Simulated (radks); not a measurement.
The numbers below are computed, except where a source is named.
Question: Excited configurations of Ca I: one electron is placed in a higher orbital outside [Ar] 4s1. The ground configuration is [Ar] 4s2. Level of theory: non-relativistic Kohn-Sham, LDA (Slater exchange, Perdew-Wang correlation), spin-polarised, spherical densities, point nucleus; open shells are filled with parallel spins first (a radial shooting solver on a logarithmic mesh with Libxc functionals). Excitation = E - E(ground); binding = E(ion) - E, where the ion is the core of charge +1; n* = 1/sqrt(2 binding) in atomic units, and the quantum defect is n - n*.

outer orbital  excitation (eV)  binding (eV)     n*  quantum defect  eigenvalue (eV)  <r> (bohr)
4d                       4.513         1.704  2.826           1.174           -0.789       9.702
4f                       5.263         0.953  3.778           0.222           -0.457       16.41
5d                       5.178         1.039  3.618           1.382           -0.600       18.82
6s                       4.964         1.253  3.296           2.704           -0.797       17.80
6d                       5.531         0.686  4.454           1.546           -0.433       30.55
7s                       5.430         0.787  4.158           2.842           -0.519       28.78
7p                       5.552         0.664  4.525           2.475           -0.438       33.42

Estimate the row for 5p.

Answer: excitation (eV) 4.468; binding (eV) 1.749; n* 2.789; quantum defect 2.211; eigenvalue (eV) -1.036; <r> (bohr) 11.80. The Delta-SCF ionisation energy is 6.217 eV (NIST Atomic Spectra Database: 6.113 eV, measured). Self-interaction in the functional shifts the binding energies and quantum defects, so they are the method's values and not measured ones.
